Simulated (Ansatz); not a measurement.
```yaml
crystal:
  periodic: [false, false, false]
  atoms:
    - {symbol: F, position_ang: [-0.399638, 2.158224, 0.510408]}
    - {symbol: Si, position_ang: [0.397480, 0.802133, 0.817258]}
    - {symbol: Si, position_ang: [-0.422634, -0.859310, -0.628990]}
    - {symbol: F, position_ang: [0.336609, -2.226172, -0.297281]}
    - {symbol: Br, position_ang: [0.043352, -0.278019, -2.710108]}
    - {symbol: H, position_ang: [1.842046, 1.027971, 0.568266]}
    - {symbol: H, position_ang: [0.172524, 0.442922, 2.240458]}
    - {symbol: H, position_ang: [-1.877538, -1.124848, -0.555711]}
basis:
  gaussian: {orbitals: x2c-TZVPPall}
magnetization: {spin_polarized: true, initial_magnetization: 6}
hamiltonian: {xc: {name: revPBE}, dispersion: d3bj}
```

```sh
$ ansatz run in.yaml --threads 4 --pin off --events-out ev --progress --plain --max-ram 10444MiB
```

Shortened log:

```
Functional definition: revPBE
1471 factors; their error is unknown
mean field evaluation 1: about -92157.3321 eV, gradient 5.1e1 eV
mean field evaluation 2: about -91660.4502 eV, gradient 2.7e2 eV
mean field evaluation 4: about -92131.6927 eV, gradient 8.8e1 eV
mean field evaluation 8: about -92175.1387 eV, gradient 6.2e0 eV
mean field evaluation 16: about -92175.4198 eV, gradient 1.5e-3 eV
mean field -92175.41978228 eV, -3387.3841982554 hartree, gradient 3.9e-6 eV, S^2 12.006249; 10 other end points of the search recorded, 0 dependent functions left out
reference -92175.41984575 eV, -3387.3842005876 hartree; 45, 39 occupied and 191, 197 virtual orbitals, 1471 factors
Total energy: -92175.88472570 eV, -3387.4012846109 hartree
Relativity: scalar
```

In this input the spin is set far too high for this molecule. The run converged. The result belongs to that input, not to the molecule as meant.
